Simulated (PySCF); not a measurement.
ZnBr2, SMILES [Br][Zn][Br].

Geometry optimised at B3LYP-D3(BJ)/def2-SVP. The isomer is the one that the SMILES or the coordinates give; other isomers of the formula were not compared.

Two levels are set side by side: TDDFT-PBE/def2-SVPD (PySCF) and TDDFT-CAM-B3LYP/def2-SVPD (PySCF). Vertical, same geometry. The lowest singlet is HOMO→LUMO 100 % with PBE and HOMO−1→LUMO 97 % with the other functional; states are paired by order. Differences are taken from unrounded values.

```tsv
quantity	TDDFT-CAM-B3LYP
lowest singlet excitation (eV)	5.39
lowest triplet excitation (TDA) (eV)	5.08
```

Problem. What does TDDFT-PBE give, and how far is it from TDDFT-CAM-B3LYP? (An estimate is asked for; the answer gives what the named calculation found.)

Solution. 
| quantity | TDDFT-PBE | TDDFT-PBE minus TDDFT-CAM-B3LYP |
|---|---|---|
| lowest singlet excitation (eV) | 4.63 | -0.76 |
| lowest triplet excitation (TDA) (eV) | 4.36 | -0.72 |

A lower first singlet is the usual sign of a functional without exact exchange. Differences between two approximate levels are no errors against the true value.

Rough cost on one machine, each run with all the roots and properties that it gave: TDDFT-CAM-B3LYP against TDDFT-PBE about 6 times.
